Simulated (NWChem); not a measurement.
All runs are NWChem calculations. System: C2H5BO2, charge 0, spin multiplicity 1, at a geometry optimised with PBE0/def2-SVP. The structure started from a generated list of species. Level: BHandHLYP/def2-TZVP.

Input file:

```
start mol
memory heap 200 mb stack 800 mb global 1000 mb
geometry units angstroms nocenter noautoz
  B     -0.415842    -0.291221     0.000000
  C      0.340969     1.080645     0.000000
  C      1.677209     1.163880     0.000000
  H     -0.228756     2.020657     0.000000
  H      2.209474     2.121418     0.000000
  H      2.292676     0.257721     0.000000
  O      0.303911    -1.444817     0.000000
  H     -0.272249    -2.216783     0.000000
  O     -1.780523    -0.387877     0.000000
  H     -2.218099     0.467503     0.000000
  symmetry group Cs
end
basis spherical
  * library def2-tzvp
end
dft
  xc bhlyp
  semidirect memsize 60000000 filesize 0
  iterations 100
end
task dft energy
```

Part of the output:

```
             Northwest Computational Chemistry Package (NWChem) 7.3.0
             --------------------------------------------------------

                                NWChem Input Module
                                -------------------

 Scaling coordinates for geometry "geometry" by  1.889725989
 (inverse scale =  0.529177249)

 Turning off AUTOSYM since
 SYMMETRY directive was detected!

                             Geometry "geometry" -> ""
                             -------------------------

 Output coordinates in angstroms (scale by  1.889725989 to convert to a.u.)

  No.       Tag          Charge          X              Y              Z
 ---- ---------------- ---------- -------------- -------------- --------------
    1 B                    5.0000    -0.41584200    -0.29122100     0.00000000
    2 C                    6.0000     0.34096900     1.08064500     0.00000000
    3 C                    6.0000     1.67720900     1.16388000     0.00000000
    4 H                    1.0000    -0.22875600     2.02065700     0.00000000
    5 H                    1.0000     2.20947400     2.12141800     0.00000000
    6 H                    1.0000     2.29267600     0.25772100     0.00000000
    7 O                    8.0000     0.30391100    -1.44481700     0.00000000
    8 H                    1.0000    -0.27224900    -2.21678300     0.00000000
    9 O                    8.0000    -1.78052300    -0.38787700     0.00000000
   10 H                    1.0000    -2.21809900     0.46750300     0.00000000

 Effective nuclear repulsion energy (a.u.)     154.7080140039

            Nuclear Dipole moment (a.u.)
            ----------------------------
        X                 Y               Z
 ---------------- ---------------- ----------------
     0.0000151178     0.0000170075     0.0000000000

      Symmetry information
      --------------------

 Group name             Cs
 Group number              2
 Group order               2
 No. of unique centers    10

      Symmetry unique atoms

     1    2    3    4    5    6    7    8    9   10


 Summary of "ao basis" -> "" (spherical)
[...]
              MO Center=  9.1D-01,  1.0D+00,  7.7D-16, r^2= 1.9D+00
   Bfn.  Coefficient  Atom+Function         Bfn.  Coefficient  Atom+Function
  ----- ------------  ---------------      ----- ------------  ---------------
    39      0.278176   2 C  pz               70      0.272256   3 C  pz
    42      0.250515   2 C  pz               73      0.246866   3 C  pz
    45      0.166266   2 C  pz               76      0.156359   3 C  pz
   119     -0.093051   7 O  pz              122     -0.080142   7 O  pz
   125     -0.066157   7 O  pz              156     -0.063975   9 O  pz

 Vector   20  Occ=0.000000D+00  E= 1.281106D-02  Symmetry=a"
              MO Center=  7.6D-01,  8.0D-01,  8.6D-16, r^2= 3.3D+00
   Bfn.  Coefficient  Atom+Function         Bfn.  Coefficient  Atom+Function
  ----- ------------  ---------------      ----- ------------  ---------------
    76      0.605170   3 C  pz               45     -0.499940   2 C  pz
    70      0.272413   3 C  pz               73      0.229900   3 C  pz
    39     -0.200201   2 C  pz               11     -0.195709   1 B  pz
     8     -0.184669   1 B  pz               42     -0.171321   2 C  pz
    14     -0.140283   1 B  pz              162      0.133580   9 O  pz

 Vector   21  Occ=0.000000D+00  E= 5.039424D-02  Symmetry=a'
              MO Center= -1.5D+00,  3.6D-01, -9.9D-16, r^2= 6.2D+00
   Bfn.  Coefficient  Atom+Function         Bfn.  Coefficient  Atom+Function
  ----- ------------  ---------------      ----- ------------  ---------------
     5      1.761871   1 B  s                36     -1.556294   2 C  s
    96      0.954607   4 H  s                43      0.896784   2 C  px
   153     -0.788052   9 O  s                13      0.720498   1 B  py
   182      0.695009  10 H  s                67     -0.656960   3 C  s
   145      0.598371   8 H  s                 4     -0.462959   1 B  s

 Vector   22  Occ=0.000000D+00  E= 8.421461D-02  Symmetry=a'
              MO Center= -6.0D-01, -1.2D+00,  1.1D-14, r^2= 7.4D+00
   Bfn.  Coefficient  Atom+Function         Bfn.  Coefficient  Atom+Function
  ----- ------------  ---------------      ----- ------------  ---------------
   116      1.125503   7 O  s                36     -0.975972   2 C  s
    96      0.916971   4 H  s                13      0.889848   1 B  py
   145     -0.762936   8 H  s               182      0.666124  10 H  s
    43      0.651211   2 C  px              108     -0.551389   6 H  s
   161     -0.390482   9 O  py              153     -0.386233   9 O  s

 center of mass
 --------------
 x =  -0.05721977 y =  -0.07645028 z =   0.00000000

 moments of inertia (a.u.)
 ------------------
         288.437952742828        -134.026698447245           0.000000000000
        -134.026698447245         373.097510352880           0.000000000000
           0.000000000000           0.000000000000         661.535463095708

     Multipole analysis of the density
     ---------------------------------

     L   x y z        total         alpha         beta         nuclear
     -   - - -        -----         -----         ----         -------
     0   0 0 0     -0.000000    -19.000000    -19.000000     38.000000

     1   1 0 0     -0.328668     -0.164342     -0.164342      0.000015
     1   0 1 0      0.401635      0.200809      0.200809      0.000017
     1   0 0 1     -0.000000     -0.000000     -0.000000      0.000000

     2   2 0 0    -20.857708   -117.071378   -117.071378    213.285048
     2   1 1 0     -0.606505    -37.662574    -37.662574     74.718642
     2   1 0 1      0.000000      0.000000      0.000000      0.000000
     2   0 2 0    -18.830107    -93.771882    -93.771882    168.713658
     2   0 1 1      0.000000      0.000000      0.000000      0.000000
     2   0 0 2    -23.589449    -11.794724    -11.794724      0.000000

 Task  times  cpu:       47.3s     wall:       47.3s

 Total times  cpu:       47.3s     wall:       47.3s
```
